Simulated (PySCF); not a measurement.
Theory: NMR shieldings at PBE0/pcSseg-1/GIAO, geometry from GFN2-xTB, in PySCF 2.14.0 with density-fitted response routines (no solvent, one averaged value for each set of equivalent atoms, a single conformation, no relativistic terms).

Shifts are taken against calculated references (same method and geometry level): ¹H (σref 31.72) and ¹³C (σref 186.93) vs TMS. Shifts are as computed. Against solution values, carbons near 30 ppm lie about +3 ppm off and those near 130 ppm about +5 ppm; carbons on Cl a further +6 ppm. Of 1211 compounds with measured shifts, 218 miss one by over three times the rms of a fit or turn the order of signals round; such compounds aren't used in these exercises. Carbons bonded to Cl come out too deshielded.

Task: Order these molecules by the shift of their most deshielded carbon, lowest δ first.
A. C[SiH2]/C=C(\Cl)C(=O)C1CC1
B. COC1=C([SiH2]Cl)C1
C. CCN([SiH3])[SiH3]

Result: C (51.6 ppm, sp3 CH2 bonded to N), B (170.9 ppm, alkene carbon bearing oxygen), A (199.7 ppm, ketone carbonyl carbon).

Task: How many ¹³C and ¹H signals does each give (equivalence by symmetry and fast rotation, but not about amide C–N or C=N bonds)? `CCN([SiH3])[SiH3]`, `C/C=C(\[SiH3])C(=O)Cl`, `C[SiH2]/C=C(\Cl)C(=O)C1CC1`, `COC1=C([SiH2]Cl)C1`

Result: CCN([SiH3])[SiH3]: 2 C, 3 H; C/C=C(\[SiH3])C(=O)Cl: 4 C, 3 H; C[SiH2]/C=C(\Cl)C(=O)C1CC1: 6 C, 6 H; COC1=C([SiH2]Cl)C1: 4 C, 3 H.
